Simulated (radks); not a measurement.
The lithium anion Li-, [He] 2s2, held by a Watson sphere: a shell of charge +1 at radius R that stands for the Madelung well of a crystal (potential energy -1/R inside, -1/r outside, in hartree with lengths in bohr). All-electron calculation, scalar-relativistic Kohn-Sham, LB94 model potential, spin-polarised, spherical densities, finite nucleus; Fermi nuclear charge, rms radius of each element as measured or else 0.836 A^(1/3) + 0.57 fm. Program: a radial shooting solver on a logarithmic mesh with Libxc functionals. Response by self-consistent Sternheimer equations with the Hartree and adiabatic LDA kernel, the relativistic mass of each level held fixed and spin-orbit coupling left out. The sphere does not respond.

R (bohr)  e(1s) (eV)  e(2s) (eV)  <r> 2s (bohr)  sum of <r^2> (bohr^2)  X-ray form factor at sin(theta)/lambda = 0.1 1/angstrom  alpha (bohr^3)
1.71         -65.937      -7.328          3.138                  24.30                                                    2.796           81.88
2.09         -64.094      -7.056          3.272                  26.23                                                    2.735           91.93
2.22         -63.679      -6.955          3.322                  26.97                                                    2.713           96.14
2.55         -62.922      -6.689          3.452                  28.99                                                    2.655           108.4
2.67         -62.723      -6.591          3.500                  29.76                                                    2.634           113.4
